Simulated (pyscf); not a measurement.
**H₂C=C•–C≡N, doublet**

Gas-phase minimum from PySCF at ωB97X-D3(BJ)/def2-SVP, one conformer. Other isomers of H₂C=C•–C≡N were not searched in full and may lie lower. 

```xyz
6

C      1.1026    -0.1213     0.2957
C      0.0883     0.5578    -0.1800
C     -0.9767     0.8122    -0.9971
N     -1.9009     1.1057    -1.6556
H      1.3816    -1.1000    -0.1220
H      1.7096     0.2601     1.1265
```
Charge 0, spin multiplicity 2.

Bonds (Å): C1–C2 1.310, C1–H5 1.100, C1–H6 1.097, C2–C3 1.366, C3–N4 1.172. Bond angles (°): C2–C1–H5 121.3, C2–C1–H6 121.5, H5–C1–H6 117.2, C1–C2–C3 156.5, C2–C3–N4 175.7.

Properties at ωB97X-D3(BJ)/def2-SVP:

```yaml
harmonic_wavenumbers_unscaled: 134, 268, 451, 607, 882, 948, 953, 1409, 1848, 2211, 3119, 3219 cm⁻¹
zero_point_energy: 22.9 kcal/mol
rotational_symmetry_number: 1
Entropy of this conformer at 298 K and 1 atm, rigid rotor and harmonic oscillator, modes under 100 cm⁻¹ raised to 100: 281.6 J/(mol K)
dipole_moment: 3.71 D
Spin expectation value S2: 0.785
```

Single-point totals, which compare only within one level (frozen core for MP2 and CC):

| level | total energy (hartree) |
|---|---|
| ωB97X-D3(BJ)/def2-TZVP | -170.27563 |
| PBE/def2-TZVP | -170.01262 |
| r²SCAN/def2-TZVP | -170.12482 |
| B3LYP-D3(BJ)/def2-TZVP | -170.23274 |
| PBE0-D3(BJ)/def2-TZVP | -170.01512 |
| M06-2X/def2-TZVP | -170.14426 |
| ωB97M-D3(BJ)/def2-TZVP | -170.27011 |
| UHF/def2-TZVPP | -169.19782 |
| MP2/def2-TZVPP | -169.76496 |
| CCSD/def2-TZVPP | -169.82059 |
| CCSD(T)/def2-TZVPP | -169.85430 |

Soft torsions are taken as harmonic, which can shift the entropy by several J/(mol K). The CCSD(T) − MP2 part came from Ansatz, without density fitting, on the same reference. An open-shell T1 diagnostic exceeds 0.045. A UHF reference is spin-contaminated (<S²> up to 1.38), which harms MP2 most.
